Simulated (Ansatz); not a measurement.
## A relaxation, step by step

BAsNH7, singlet, PBE0-D4/def2-TZVP (Ansatz 0.2.0). Settings:

```yaml
hamiltonian: {xc: pbe0, dispersion: d4}
relax: {f_tol: 0.005, max_steps: 200}
```

Start, a step off a saddle point along its unstable mode:

B1  (0.410, 0.079, -0.859)
N2  (-0.418, 1.146, 0.063)
H3  (1.563, 0.390, -0.931)
H4  (-0.217, -0.210, -1.836)
H5  (-0.344, 0.233, 0.520)
As6  (0.417, -1.760, 0.347)
H7  (-1.315, 1.474, -0.304)
H8  (0.103, 1.951, 0.419)
H9  (-1.036, -1.969, 0.815)
H10  (0.837, -1.335, 1.767)
(Å)

| step | energy less the last (meV) | largest force component (eV/Å) |
| --- | --- | --- |
| 1 | 1111.7 | 2.065 |
| 2 | 713.7 | 1.506 |
| 3 | 411.9 | 2.143 |
| 4 | 186.1 | 1.275 |
| 5 | 115.7 | 0.329 |
| 6 | 106.7 | 0.171 |
| 7 | 96.8 | 0.043 |
| 8 | 96.7 | 0.013 |
| 9 | 96.6 | 0.005 |
| 10 | 96.5 | 0.030 |
| 11 | 96.2 | 0.052 |
| 12 | 95.4 | 0.092 |
| 13 | 93.5 | 0.147 |
| 14 | 89.7 | 0.201 |
| 15 | 83.0 | 0.238 |
| 16 (rejected trial) | 88.8 | 0.723 |
| 17 | 66.8 | 0.139 |
| 18 | 51.5 | 0.183 |
| 19 | 41.8 | 0.466 |
| 20 | 4.1 | 0.055 |
| 21 | 0.8 | 0.037 |
| 22 | 0.7 | 0.100 |
| 23 | 0.0 | 0.002 |

Step 11, positions (Å) and forces (eV/Å):

```
atom       x       y       z      Fx      Fy      Fz
  B1   0.413  -0.064  -0.780  -0.002  -0.033   0.033
  N2  -0.411   1.056   0.102  -0.029   0.002   0.048
  H3   1.523   0.376  -0.949   0.020   0.017  -0.007
  H4  -0.199  -0.213  -1.808  -0.016  -0.004  -0.020
  H5  -0.758   0.639   0.963   0.015   0.018  -0.052
 As6   0.508  -1.859   0.254   0.008   0.017  -0.020
  H7  -1.207   1.419  -0.413   0.012  -0.003   0.000
  H8   0.184   1.839   0.352   0.001  -0.019   0.004
  H9  -0.966  -1.915   0.667  -0.018  -0.003   0.002
 H10   0.914  -1.278   1.612   0.009   0.008   0.011
```

Step 19, positions (Å) and forces (eV/Å):

| atom | x | y | z | Fx | Fy | Fz |
| --- | --- | --- | --- | --- | --- | --- |
| B1 | 0.369 | -0.075 | -0.802 | -0.129 | -0.003 | -0.034 |
| N2 | -0.425 | 1.040 | 0.090 | -0.139 | 0.285 | 0.210 |
| H3 | 1.431 | 0.417 | -1.107 | -0.018 | -0.040 | 0.030 |
| H4 | -0.336 | -0.317 | -1.753 | -0.007 | 0.046 | -0.009 |
| H5 | -1.161 | 0.576 | 0.642 | 0.376 | 0.329 | -0.311 |
| As6 | 0.594 | -1.816 | 0.299 | 0.086 | 0.050 | 0.061 |
| H7 | -0.858 | 1.761 | -0.507 | 0.266 | -0.378 | 0.413 |
| H8 | 0.222 | 1.502 | 0.746 | -0.466 | -0.297 | -0.353 |
| H9 | -0.859 | -1.929 | 0.777 | 0.014 | 0.041 | -0.023 |
| H10 | 1.025 | -1.159 | 1.614 | 0.017 | -0.032 | 0.016 |

Step 21, positions (Å) and forces (eV/Å):

```tsv
atom	x	y	z	Fx	Fy	Fz
B1	0.333	-0.088	-0.821	-0.019	0.008	0.037
N2	-0.443	1.023	0.080	0.016	-0.006	-0.037
H3	1.391	0.402	-1.137	-0.002	0.012	0.009
H4	-0.384	-0.329	-1.762	-0.012	0.006	0.005
H5	-1.317	0.643	0.434	0.000	-0.011	-0.011
As6	0.627	-1.796	0.315	0.002	-0.007	-0.003
H7	-0.651	1.866	-0.451	0.005	0.007	-0.003
H8	0.121	1.283	0.885	0.005	-0.015	0.000
H9	-0.798	-1.902	0.868	0.003	0.003	0.003
H10	1.122	-1.102	1.588	0.001	0.003	-0.002
```

Last step (23):

```
10
angstrom
B 0.3267 -0.0895 -0.8209
N -0.4474 1.0204 0.0768
H 1.3849 0.4017 -1.1347
H -0.3909 -0.3290 -1.7629
H -1.3427 0.6564 0.3909
As 0.6281 -1.7962 0.3153
H -0.6133 1.8812 -0.4398
H 0.0960 1.2429 0.9061
H -0.7878 -1.8928 0.8935
H 1.1464 -1.0952 1.5756
```

Hardware: 4 CPU threads of an Arm Neoverse V2, shared host. Wall time about 44 s.
